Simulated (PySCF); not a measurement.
Energy of Fe²⁺ (iron, charge +2) between two integer charges

The 3d beta orbital of [Ar] 3d6 is emptied in steps (occupation f), with all orbitals relaxed, ending at [Ar] 3d5. Calculation: PySCF 2.14, in def2-TZVP; no relativity, point nucleus. The exact energy is a straight line in f; departures are measured from the line between the end points of the same method.

```
   f  r2SCAN0 (eV)
   1         0.000
0.75        -0.902
 0.5        -1.204
0.25        -0.901
   0         0.000
```

Task: For r2SCAN0, how does the orbital energy at f = 1 compare with the removal energy?

Result: −ε = 25.918 eV against a total-energy difference of 30.707 eV. By Janak's theorem ε = ∂E/∂f, so the gap between them reflects the curvature. Along the path −ε is 28.292 (f = 0.75), 30.707 (f = 0.5), 33.127 (f = 0.25) eV.

Reference removal energy between the ground levels: 30.651 ± 0.012 eV (measured; NIST Atomic Spectra Database, ionization energies). The calculation has no spin-orbit coupling. The determinant left behind need not be the lowest term of the ion.
